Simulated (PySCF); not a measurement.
Orbital levels and atomic charges: C34H16

System: C34H16 (ribbon), SMILES c1ccc2c(c1)c1ccc3cc4cccc5c6cccc7cc8ccc2c2c8c(c76)c(c45)c3c12.

Cartesian coordinates (Å):
```
  1 C     6.230    0.538    0.056
  2 C     6.194   -0.856    0.020
  3 C     4.990   -1.505   -0.004
  4 C     3.767   -0.806    0.006
  5 C     3.803    0.612    0.042
  6 C     5.060    1.248    0.066
  7 C     2.578    1.357    0.052
  8 C     2.565    2.777    0.089
  9 C     1.410    3.483    0.099
 10 C     0.150    2.830    0.073
 11 C    -1.037    3.541    0.083
 12 C    -2.279    2.897    0.058
 13 C    -3.480    3.635    0.068
 14 C    -4.684    2.989    0.041
 15 C    -4.738    1.595    0.005
 16 C    -3.589    0.819   -0.005
 17 C    -3.626   -0.634   -0.041
 18 C    -4.813   -1.350   -0.068
 19 C    -4.831   -2.744   -0.104
 20 C    -3.661   -3.452   -0.113
 21 C    -2.424   -2.777   -0.086
 22 C    -1.217   -3.483   -0.095
 23 C     0.006   -2.834   -0.070
 24 C     1.231   -3.551   -0.080
 25 C     2.420   -2.905   -0.055
 26 C     2.505   -1.487   -0.020
 27 C     1.308   -0.747   -0.009
 28 C     0.051   -1.410   -0.034
 29 C    -1.155   -0.685   -0.025
 30 C    -2.400   -1.354   -0.050
 31 C    -1.119    0.743    0.012
 32 C    -2.328    1.475    0.022
 33 C     0.123    1.406    0.037
 34 C     1.345    0.679    0.027
 35 H     7.179    1.053    0.075
 36 H     7.116   -1.419    0.011
 37 H     4.995   -2.582   -0.032
 38 H     5.119    2.323    0.094
 39 H     3.497    3.317    0.109
 40 H     1.426    4.564    0.126
 41 H    -1.006    4.621    0.111
 42 H    -3.428    4.713    0.096
 43 H    -5.606    3.552    0.048
 44 H    -5.712    1.134   -0.014
 45 H    -5.762   -0.839   -0.062
 46 H    -5.780   -3.260   -0.125
 47 H    -3.664   -4.531   -0.141
 48 H    -1.241   -4.563   -0.122
 49 H     1.192   -4.632   -0.107
 50 H     3.324   -3.492   -0.063
```

Method: B3LYP/6-31G*, gas phase, PySCF, fitting set def2-universal-JFIT up to Ne and JKFIT beyond, grid level 1.

(1) Give the orbital energies near the gap.

(2) Give the partial charges of the non-hydrogen atoms.

## Answers

(1) 
```
orbital     eV
 HOMO-4  -6.45
 HOMO-3  -6.39
 HOMO-2  -6.03
 HOMO-1  -5.99
   HOMO  -4.50
   LUMO  -2.38
 LUMO+1  -0.84
 LUMO+2  -0.81
 LUMO+3  -0.72
```

(2) 
| atom | Mulliken | IAO | Hirshfeld |
| --- | --- | --- | --- |
| C1 | -0.13 | -0.14 | -0.04 |
| C2 | -0.13 | -0.14 | -0.04 |
| C3 | -0.21 | -0.14 | -0.04 |
| C4 | 0.07 | 0.00 | 0.00 |
| C5 | 0.07 | 0.00 | 0.00 |
| C6 | -0.21 | -0.14 | -0.04 |
| C7 | 0.04 | 0.00 | 0.00 |
| C8 | -0.20 | -0.14 | -0.04 |
| C9 | -0.21 | -0.14 | -0.04 |
| C10 | 0.19 | 0.01 | 0.00 |
| C11 | -0.34 | -0.14 | -0.04 |
| C12 | 0.17 | 0.01 | 0.00 |
| C13 | -0.20 | -0.14 | -0.04 |
| C14 | -0.12 | -0.14 | -0.04 |
| C15 | -0.24 | -0.14 | -0.04 |
| C16 | 0.10 | 0.00 | 0.00 |
| C17 | 0.10 | 0.00 | 0.00 |
| C18 | -0.24 | -0.14 | -0.04 |
| C19 | -0.12 | -0.14 | -0.04 |
| C20 | -0.20 | -0.14 | -0.04 |
| C21 | 0.17 | 0.01 | 0.00 |
| C22 | -0.34 | -0.14 | -0.04 |
| C23 | 0.19 | 0.01 | 0.00 |
| C24 | -0.21 | -0.14 | -0.04 |
| C25 | -0.20 | -0.14 | -0.04 |
| C26 | 0.04 | 0.00 | 0.00 |
| C27 | 0.04 | 0.00 | 0.00 |
| C28 | -0.01 | 0.00 | 0.00 |
| C29 | 0.03 | 0.00 | 0.00 |
| C30 | 0.00 | 0.00 | 0.00 |
| C31 | 0.03 | 0.00 | 0.00 |
| C32 | 0.00 | 0.00 | 0.00 |
| C33 | -0.01 | 0.00 | 0.00 |
| C34 | 0.04 | 0.00 | 0.00 |
